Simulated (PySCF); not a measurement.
H7NSi2, SMILES [SiH3]N[SiH3] (connectivity only; charge and spin as stated), charge +1, multiplicity 2.

Geometry optimised at B3LYP-D3(BJ)/def2-SVP. The multiplicity is an assumed one; other spin states were not compared.

Calculation: CAM-B3LYP/def2-TZVPD run with PySCF.

The molecule is in vacuum.

```json
{
 "total_energy": "-637.66987 hartree",
 "point_group": "C2",
 "α spin, highest occupied and lowest empty level": "-15.92 and -4.67 eV",
 "β spin, highest occupied and lowest empty level": "-16.33 and -9.44 eV",
 "dipole_moment_about_the_centre_of_nuclear_charge": "1.11 D",
 "mean_static_polarisability": "61.9 bohr³ (9.18 Å³)",
 "polarisability_principal_values": "51.3, 52.0, 82.4 bohr³",
 "⟨S²⟩": "0.756 (pure state 0.75)"
}
```
